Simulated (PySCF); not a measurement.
## Bond length, frequency and bond energy of SeI⁺ by level of theory

State: ³Σ⁻ (triplet), unpaired electrons π ↑↑. Set-up: PySCF, scalar-relativistic core potentials, basis sets Se def2-SVP, I def2-SVP with ECP28. De refers to Se⁺ + I in their high-spin ground configurations, without counterpoise correction. The functionals are run spin-unrestricted. A positive dipole points towards I; it is taken about the centre of mass and depends on that origin. Levels whose curve was spin-contaminated or gave no clean fit are not listed.

```
      Level  Re (Å)  ωe (cm⁻¹)  De (eV)  μ (D)  CPU s a point (SCF and correlation, without the integrals)
        UHF   2.400        276     0.91  -2.19                                                        0.34
    UHF-MP2   2.360        343     2.22    n/a                                                         0.5
UHF-SCS-MP2   2.372        328     2.08    n/a                                                         n/a
        PBE   2.401        301     3.65  -0.59                                                         1.2
     PBEsol   2.383        310     3.90  -0.54                                                        0.75
     r²SCAN   2.381        312     3.34  -0.66                                                         1.3
       PBE0   2.370        320     3.15  -0.79                                                         2.2
```

The bond length runs from 2.360 Å (UHF-MP2) to 2.401 Å (PBE). De spans 0.91 eV (UHF, mean field) to 3.90 eV (PBEsol, GGA).

Correlated steps freeze 13 core orbitals. Correlated levels converge slowly with the basis: in double zeta they bind strong bonds too weakly, by up to about 1 eV, and carry superposition errors of some tenths. These are scalar-relativistic numbers at best; spin–orbit coupling would shift them, the dissociation energy most. For an ion De counts to the pair picked by the measured ionisation energies or electron affinities, which need not be the lowest pair at this level. The state is the lowest determinant that a PBE0 search found; another state may lie lower at other levels.

The whole job (state search and all levels along the bond) took about 2.9 min on 1 thread of Intel Xeon Platinum 8488C (shared host), peak memory 0.69 GiB.
